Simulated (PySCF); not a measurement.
# Ionisation energy of Ne⁶⁺ by level of theory

Ne⁶⁺ [He] 2s2 → Ne⁷⁺ [He] 2s1 [2s1/2^1, M_J = 1/2], as a difference of total energies. All numbers are calculated (PySCF 2.14, the two-component X2C-1e Hamiltonian, in an uncontracted even-tempered set (18 s from 0.6 bohr⁻², ratio 2.4; 10 p from 0.78 bohr⁻², ratio 2.4; 5 d from 2.8 bohr⁻², ratio 2.6; 5 f from 4.3 bohr⁻², ratio 2.6)). Correlated levels: nothing frozen; the 30 highest virtual spinors dropped. "Screened" scales the spin-orbit matrix elements by Boettger's factors to mimic the two-electron term; Breit and QED terms are absent.

```
                    method  ionisation energy (eV)
 GHF (screened spin-orbit)                  203.81
GMP2 (screened spin-orbit)                  205.91
```

Q: How much does correlation contribute at GMP2 (screened spin-orbit)?

A: 205.91 − (203.81) = 2.10 eV, measured against GHF (screened spin-orbit).

For comparison: 207.27 eV (measured; NIST Atomic Spectra Database, ionization energies).
